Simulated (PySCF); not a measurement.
A structure optimised at B3LYP-D3(BJ)/def2-SVP, used in a PySCF frequency run:

```xyz
8

Al     0.0000     0.0000    -0.9950
As     2.1265     0.0614     0.2136
H      2.6694    -1.1124    -0.6063
H      1.5813    -0.8462     1.3182
As    -2.1265    -0.0614     0.2136
H     -2.6694     1.1124    -0.6063
H     -1.5813     0.8462     1.3182
H      0.0000     0.0000    -2.5833
```
Charge 0, spin multiplicity 1.

**Question.** Write its SMILES, formula and point group.

**Answer.** [AsH2][AlH][AsH2], AlAs2H5, C2

**Question.** What are its rotational constants (standard atomic weights)?

**Answer.** 10.365, 0.72042, 0.68147 GHz
